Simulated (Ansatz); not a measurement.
`CO[SiH](S)Cl` + `[SiH3]`• → `CO[Si](S)Cl`• + SiH₄  (hydrogen abstraction from the Si–H bond)

Program: Ansatz. Geometries: PBE0-D4/def2-TZVP. ΔE: electronic, gas phase. CCSD(T)/CBS is the MP2 limit (def2-TZVPP, def2-QZVPP) plus CCSD(T) − MP2 in def2-TZVPP, frozen cores. This one scheme is used for every species. Functionals use def2-TZVPP. B3LYP here is the variant with VWN-RPA as its local correlation; programs differ in this. Open shells (•) are unrestricted, without spin–orbit coupling. One conformer a species, not always the lowest.

`CO[SiH](S)Cl`:

Z-matrix (Å, degrees):
```
C
O 1 1.414
H 1 1.090 2 107.8
H 1 1.094 2 111.2 3 -119.5
H 1 1.095 2 111.2 3 119.0
Si 2 1.626 1 124.1 3 175.1
Cl 6 2.039 2 104.7 1 -178.7
S 6 2.124 2 112.9 1 -56.6
H 6 1.479 2 112.6 1 62.3
H 8 1.345 6 93.7 2 -60.5
```

`[SiH3]`•:

```xyz
4

Si    0.098    0.171   -0.274
H     1.237   -0.681    0.155
H    -1.079   -0.654   -0.653
H    -0.256    1.164    0.773
```

`CO[Si](S)Cl`•:

Cartesian coordinates in Å:
```
C 1.519 0.136 0.369
O 0.561 0.486 -0.611
Si -0.870 -0.255 -0.862
S -1.945 -0.218 0.994
Cl -1.782 0.834 -2.348
H 2.204 0.977 0.478
H 1.051 -0.069 1.337
H 2.087 -0.745 0.056
H -2.826 -1.146 0.586
```

SiH₄:

Z-matrix (Å, degrees):
```
Si
H 1 1.485
H 1 1.485 2 109.5
H 1 1.485 2 109.5 3 -120.0
H 1 1.485 2 109.5 3 120.0
```

| level | ΔE (kJ/mol) | difference from CCSD(T)/CBS |
| --- | --- | --- |
| PBE-D4 | -10.0 | -12.3 |
| r2SCAN-D4 | -3.3 | -5.6 |
| PBE0-D4 | -2.5 | -4.8 |
| B3LYP-D4 | -7.7 | -10.0 |
| ωB97X-V | -0.2 | -2.5 |
| PBE | -10.1 | -12.4 |
| r2SCAN | -3.5 | -5.8 |
| B3LYP | -7.8 | -10.1 |
| HF/def2-TZVPP | 8.4 | 6.1 |
| MP2/def2-TZVPP | 6.0 | 3.7 |
| SCS-MP2/def2-TZVPP | 4.9 | 2.6 |
| CCSD/def2-TZVPP | 5.7 | 3.4 |
| HF/def2-QZVPP | 7.6 | 5.3 |
| HF/CBS(def2) | 7.5 | 5.2 |
| MP2/CBS(def2) | 4.4 | 2.1 |
| CCSD/CBS(def2) | 4.1 | 1.8 |
| CCSD(T)/CBS | 2.3 | 0 |

Largest T1 diagnostic among the species: 0.015.

From PBE to PBE0 (25 % exact exchange), in def2-TZVPP and without D4, ΔE moves by +7.5 kJ/mol.
